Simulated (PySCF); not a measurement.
**MGa for M along the fourth-period p block**

PBE with double-zeta basis sets in PySCF, for the lowest determinant that a PBE0 search found; no spin–orbit coupling. De refers to high-spin ground-configuration atoms. A positive dipole means M(−)Ga(+).

```tsv
M	basis	state (unpaired electrons)	Re (Å)	ωe (cm⁻¹)	De (eV)	μ (D)
Ge	cc-pVDZ-PP	quartet (σ ↑, π ↑↑)	2.515	208	2.50	1.06
As	cc-pVDZ-PP	triplet (π ↑↑)	2.609	202	2.05	1.28
Br	x2c-SVPall	singlet (closed shell)	2.381	265	4.51	2.12
```

The shortest bond is that of GaBr (2.381 Å), the longest that of GaAs (2.609 Å). GaBr is bound most strongly (4.51 eV) and GaAs least (2.05 eV).

The rows differ in basis set, which adds steps of its own.

The state changes along the series, so neighbouring rows are not always alike in their bonding.

States were picked by a PBE0 search and need not be the measured ground states.
